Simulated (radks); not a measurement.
Coulomb parameter of the 5d shell of the mercury ion Hg2+ in the model configuration [Xe] 4f14 5d8.5 6s1.5, as a second difference U = [E(n + 0.5) + E(n - 0.5) - 2 E(n)] / (0.5)^2 with all orbitals relaxed. "Bare": the charge of the atom changes with n. "Screened": the 6s shell takes up the change at fixed total charge, which measures U(5d,5d) + U(6s,6s) - 2 U(5d,6s). Calculated with a radial shooting solver on a logarithmic mesh with Libxc functionals: scalar-relativistic Kohn-Sham, r2SCAN, spin-unpolarised, spherical densities, finite nucleus; meta-GGA in the generalised Kohn-Sham scheme; Fermi nuclear charge, rms radius 5.4648 fm.

case	configuration	E - E(n) (eV)
start	[Xe] 4f14 5d8.5 6s1.5	0.000
bare +0.5	[Xe] 4f14 5d9 6s1.5	-15.077
bare -0.5	[Xe] 4f14 5d8 6s1.5	18.461
screened +0.5	[Xe] 4f14 5d9 6s1	-3.859
screened -0.5	[Xe] 4f14 5d8 6s2	4.168

U(bare) = 13.537 eV, U(screened by 6s) = 1.237 eV, against the Slater integral F0(5d,5d) = 17.694 eV with frozen orbitals.
